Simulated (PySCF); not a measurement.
Delta-SCF ions had no search for a lower state. Excitations are Tamm–Dancoff values on a coarser integration grid. The basis has no diffuse functions, so Rydberg states are missing or too high.

Cartesian coordinates (Å):
```xyz
16

C      2.4906    -0.7371    -0.1110
C      1.3026    -1.3964    -0.2257
C      0.0233    -0.6783    -0.1127
C     -0.0233     0.6785     0.1119
C     -1.3026     1.3965     0.2251
C     -2.4906     0.7371     0.1108
Sn    -2.0442    -1.3445    -0.2319
Sn     2.0442     1.3444     0.2321
H      3.4582    -1.2535    -0.1921
H      1.2747    -2.4866    -0.4064
H     -1.2747     2.4867     0.4057
H     -3.4582     1.2535     0.1922
H     -2.5464    -2.4258     1.0192
H     -2.5348    -1.9645    -1.7687
H      2.5473     2.4265    -1.0181
H      2.5339     1.9635     1.7695
```
Charge 0, spin multiplicity 1.

Problem. Predict the brightest of the four lowest singlets (TDA), S1–T1 gap (TDA), T1 excitation (TDA), S1 excitation (TDA) and vertical ionisation energy (Delta-SCF) from PBE-D3(BJ)/def2-TZVP // PBE-D3(BJ)/def2-SVP (PySCF).

Solution. 
```json
{
 "brightest of the four lowest singlets (TDA)": "3.40 eV",
 "S1–T1 gap (TDA)": "1.51 eV",
 "T1 excitation (TDA)": "1.88 eV",
 "S1 excitation (TDA)": "3.39 eV",
 "vertical ionisation energy (Delta-SCF)": "7.59 eV"
}
```
